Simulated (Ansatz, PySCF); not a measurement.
Molecule: SF3 (charge +1, singlet). It need not be the lowest isomer of its formula. SMILES: F[S+](F)F
Geometry: optimised at B3LYP-D3(BJ)/def2-TZVP (Ansatz, a quantum-chemistry and plane-wave program).

Property: vertical triplet-singlet gap (E(triplet) - E(singlet); each state is the SCF solution reached for its spin; the molecule has degenerate orbitals, so one determinant may break the symmetry), in kcal/mol. Cores are frozen in the correlated levels unless marked. Open shells are spin-unrestricted. No spin-orbit coupling. Non-relativistic. CBS marks a two-point X^-3 extrapolation of the correlation energy; Hartree-Fock from the larger set.

```json
[
 {"level": "HF/aug-cc-pV(D+d)Z", "program": "Ansatz", "vertical triplet-singlet gap (kcal/mol)": "149.3"},
 {"level": "HF/aug-cc-pV(T+d)Z", "program": "Ansatz", "vertical triplet-singlet gap (kcal/mol)": "148.2"},
 {"level": "HF/aug-cc-pV(Q+d)Z", "program": "Ansatz", "vertical triplet-singlet gap (kcal/mol)": "148.0"},
 {"level": "SVWN5/def2-TZVPD", "program": "Ansatz", "vertical triplet-singlet gap (kcal/mol)": "152.9"},
 {"level": "r2SCAN/def2-TZVPD", "program": "Ansatz", "vertical triplet-singlet gap (kcal/mol)": "147.2"},
 {"level": "B3LYP/def2-TZVPD", "program": "Ansatz", "vertical triplet-singlet gap (kcal/mol)": "153.7"},
 {"level": "PBE0/def2-TZVPD", "program": "Ansatz", "vertical triplet-singlet gap (kcal/mol)": "151.2"},
 {"level": "BHLYP/def2-TZVPD", "program": "Ansatz", "vertical triplet-singlet gap (kcal/mol)": "156.0"},
 {"level": "M06-2X/def2-TZVPD", "program": "PySCF", "vertical triplet-singlet gap (kcal/mol)": "159.0"},
 {"level": "CAM-B3LYP/def2-TZVPD", "program": "Ansatz", "vertical triplet-singlet gap (kcal/mol)": "154.8"},
 {"level": "wB97M-V/def2-TZVPD", "program": "Ansatz", "vertical triplet-singlet gap (kcal/mol)": "160.8"},
 {"level": "wB97X-V/def2-TZVPD", "program": "Ansatz", "vertical triplet-singlet gap (kcal/mol)": "157.0"},
 {"level": "B2PLYP/def2-TZVPD", "program": "Ansatz", "vertical triplet-singlet gap (kcal/mol)": "156.4"},
 {"level": "MP2/aug-cc-pV(D+d)Z", "program": "Ansatz", "vertical triplet-singlet gap (kcal/mol)": "160.3"},
 {"level": "RI-MP2/aug-cc-pV(T+d)Z", "program": "Ansatz", "vertical triplet-singlet gap (kcal/mol)": "161.1"},
 {"level": "RI-MP2/aug-cc-pV(Q+d)Z", "program": "Ansatz", "vertical triplet-singlet gap (kcal/mol)": "161.7"},
 {"level": "RI-MP2/CBS(aug-cc-pV(T+d)Z,aug-cc-pV(Q+d)Z)", "program": "Ansatz", "vertical triplet-singlet gap (kcal/mol)": "162.2"},
 {"level": "SCS-MP2/aug-cc-pV(D+d)Z", "program": "Ansatz", "vertical triplet-singlet gap (kcal/mol)": "163.1"},
 {"level": "CCSD/aug-cc-pV(D+d)Z", "program": "Ansatz", "vertical triplet-singlet gap (kcal/mol)": "160.0"},
 {"level": "CCSD(T)/aug-cc-pV(D+d)Z", "program": "Ansatz", "vertical triplet-singlet gap (kcal/mol)": "159.7"}
]
```
